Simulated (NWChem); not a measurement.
# AlH₂SeOF; SMILES [F][Al]([OH])[SeH]

```xyz
6

Al    -0.0054    -0.9761     0.0000
F     -1.4413    -1.8122     0.0000
O      1.4784    -1.7834     0.0000
H      1.6103    -2.7328     0.0000
Se    -0.0534     1.3135     0.0000
H      1.4184     1.3415     0.0000
```
Atoms are numbered in this order, from 1.

Results from NWChem. Pople sets run with spherical d functions. The geometry was optimised at PBE0/def2-SVP. Total energies compare along this basis series because the functional is fixed.

```json
[
 {"level": "B3LYP/STO-3G", "basis functions": "39", "energy (Ha)": "-2788.2335", "highest occupied level (eV)": "-3.57", "orbital gap (eV)": "8.01", "dipole (D)": "2.75"},
 {"level": "B3LYP/3-21G", "basis functions": "57", "energy (Ha)": "-2806.7655", "highest occupied level (eV)": "-6.94", "orbital gap (eV)": "6.13", "dipole (D)": "2.21"},
 {"level": "B3LYP/6-31G*", "basis functions": "82", "energy (Ha)": "-2820.1524", "highest occupied level (eV)": "-7.12", "orbital gap (eV)": "6.14", "dipole (D)": "1.78"},
 {"level": "B3LYP/6-311G**", "basis functions": "118", "energy (Ha)": "-2820.5056", "highest occupied level (eV)": "(withheld)", "orbital gap (eV)": "6.18", "dipole (D)": "(withheld)"}
]
```

### Question
Fill in the missing entries.

### Answer

- B3LYP/6-311G**, highest occupied level (eV): -7.24
- B3LYP/6-311G**, dipole (D): 1.70
